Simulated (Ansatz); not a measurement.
`[O]=[W]([F])([F])([F])[Cl]` + H₂O → `[O]=[W]([OH])([F])([F])[F]` + HCl at 500 K and 1 bar (formal hydrolysis of a W–Cl bond).

Gas-phase electronic energies from Ansatz, PBE0-D4/def2-TZVP geometries. CCSD(T)/CBS is the MP2 limit (def2-TZVPP, def2-QZVPP) plus CCSD(T) − MP2 in def2-TZVPP, frozen cores. This one scheme is used for every species. def2 core potentials past Kr. For W outer-core shells are correlated without core-valence functions, which leaves a few kJ/mol of doubt a bond. Each species was taken in one conformer, which may not be the lowest.

```json
{"species": "`[O]=[W]([F])([F])([F])[Cl]`", "CCSD(T)/CBS energy (Eh)": "-901.52196", "H − E (kJ/mol)": "75.1", "S (J/(mol·K))": "422.4"}
{"species": "H₂O", "CCSD(T)/CBS energy (Eh)": "-76.37941", "H − E (kJ/mol)": "73.2", "S (J/(mol·K))": "206.3"}
{"species": "`[O]=[W]([OH])([F])([F])[F]`", "CCSD(T)/CBS energy (Eh)": "-517.51683", "H − E (kJ/mol)": "108.9", "S (J/(mol·K))": "428.9"}
{"species": "HCl", "CCSD(T)/CBS energy (Eh)": "-460.38127", "H − E (kJ/mol)": "32.5", "S (J/(mol·K))": "201.9"}
```

H − E and S are ideal-gas, rigid-rotor, harmonic terms from PBE0-D4/def2-TZVP, for one conformer and one mirror image of each species. 1 Eh = 2625.50 kJ/mol, R = 8.31446 J/(mol·K).

Question: By hand: ΔE, ΔH, ΔS and ΔG.

Answer: ΔE = (-517.51683) + (-460.38127) − (-901.52196) − (-76.37941) = 0.00327 Eh = 8.6 kJ/mol. Δ(H − E) = 108.9 + 32.5 − 75.1 − 73.2 = -6.9, so ΔH = 1.7 kJ/mol. ΔS = 428.9 + 201.9 − 422.4 − 206.3 = 2.1 J/(mol·K). ΔG = 1.7 − 500 × (2.1)/1000 = 0.6 kJ/mol.

Question: By hand: the equilibrium constant, and the temperature at which ΔG would vanish if ΔH and ΔS stayed fixed.

Answer: log₁₀ K = −ΔG/(RT ln 10) = -0.1. ΔG = 0 at ΔH/ΔS = 810 K, though so small a ΔH makes that figure unsure.

TΔS isn't small against ΔH here. The sign of ΔG lies within the doubt. A doubt of 5 kJ/mol in ΔE shifts log₁₀ K by 0.5 here. Other conformers and mirror images would add mixing entropy, several J/(mol·K) or more a flexible species. These are equilibria of isolated gas molecules and say nothing of rates. Largest T1 diagnostic: 0.021 (customary marks: 0.02 for closed shells, 0.045 for open ones).
